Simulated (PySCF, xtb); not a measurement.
ClGaH₂S₂, SMILES [SH][Ga]([SH])[Cl]. Other conformers were not sampled.

Harmonic wavenumbers (cm⁻¹) from xtb with GFN2-xTB at its own minimum, in rising order: 83, 99, 107, 122, 169, 304, 375, 394, 597, 624, 2366, 2376.

Q: What does PBE0-D3(BJ)/def2-SVP run with PySCF give at its own minimum? (Estimate from the structure and the level; the computed values follow.)

A: 112, 115, 131, 194, 262, 357, 448, 452, 692, 727, 2714, 2717. Paired by order, the mean absolute difference is 109 cm⁻¹ and the zero-point energies are 10.9 and 12.8 kcal/mol.
